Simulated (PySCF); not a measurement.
# Deuteron quadrupole couplings in `C#CC1=C[SiH2]C=C[SiH2]1`

C₆H₈Si₂.
Structure used (GFN2-xTB), in Å, numbered top down from 1:
```
atom  x, y, z in Å
C1     3.551   -0.559    0.717
C2     2.375   -0.444    0.495
C3     0.999   -0.284    0.229
C4     0.163   -1.330    0.330
Si5   -1.683   -1.283    0.011
C6    -2.205    0.465   -0.452
C7    -1.382    1.506   -0.561
Si8    0.474    1.467   -0.270
H9     4.576   -0.669    0.912
H10    0.584   -2.289    0.622
H11   -2.018   -2.193   -1.097
H12   -2.406   -1.705    1.222
H13   -3.264    0.613   -0.643
H14   -1.791    2.473   -0.839
H15    1.190    1.842   -1.500
H16    0.828    2.399    0.813
```

Level: PBE0/pcSseg-1 (PySCF, non-relativistic); Q(2H) = 0.00286 b; rigid geometry, the same for H and D, with no vibrational averaging.

Problem. Rank these positions by the coupling χzz of a deuteron there, largest first.
A. H10 (vinylic hydrogen)
B. H9 (alkyne hydrogen)
C. H12 (Si–H hydrogen)

Solution. B (266 kHz), A (211 kHz), C (104 kHz).

Problem. Give the electric field gradient Vzz (the principal value of largest size), its asymmetry and the 2H coupling at each hydrogen.

Solution. 
```csv
atom,bonded to,bond length (Å),Vzz (au),η,χzz (kHz)
H9,C1,1.049,0.3958,0.01,266
H10,C4,1.087,0.3147,0.04,211
H11,Si5,1.473,0.1555,0.02,104
H12,Si5,1.473,0.1553,0.03,104
H13,C6,1.087,0.3196,0.03,215
H14,C7,1.087,0.3193,0.04,215
H15,Si8,1.471,0.1559,0.02,105
H16,Si8,1.471,0.1558,0.02,105
```

Problem. Average by the element that carries the hydrogen.

Solution. on C: 227 kHz over 4 positions, mean bond length 1.077 Å; on Si: 105 kHz over 4 positions, mean bond length 1.472 Å.

Problem. A static deuteron (I = 1) shows a doublet split by (3/2)χ, (3/4)χ(1 + η) and (3/4)χ(1 − η) with the field along z, y and x of the gradient. What are these for H15?

Solution. With |χ| = 104.8 kHz and η = 0.024: 157, 80 and 77 kHz, to first order and without motion.

Geometry: GFN2-xTB; no solvent, vibrations or thermal averaging. GFN2-xTB bond lengths can be off by several hundredths of an ångström, more for odd bonds, and the gradients follow them. With a basis this small, the couplings can be 20 % off.
